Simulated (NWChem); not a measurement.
System: C2HBrClF; SMILES F/C(Br)=C\Cl

All runs: NWChem. Medium grid unless said otherwise, to which SCAN and Minnesota functionals are sensitive. Geometry: optimised at PBE-D3(BJ)/def2-SVP.

Task: Order these by “highest occupied level (eV)”, lowest first: CAM-B3LYP/def2-SVP; TPSSh/def2-SVP; PBE0/def2-SVP; PBE/def2-SVP; B3LYP/def2-SVP.

Result: CAM-B3LYP/def2-SVP (-8.45), PBE0/def2-SVP (-7.24), B3LYP/def2-SVP (-6.92), TPSSh/def2-SVP (-6.58), PBE/def2-SVP (-5.94)
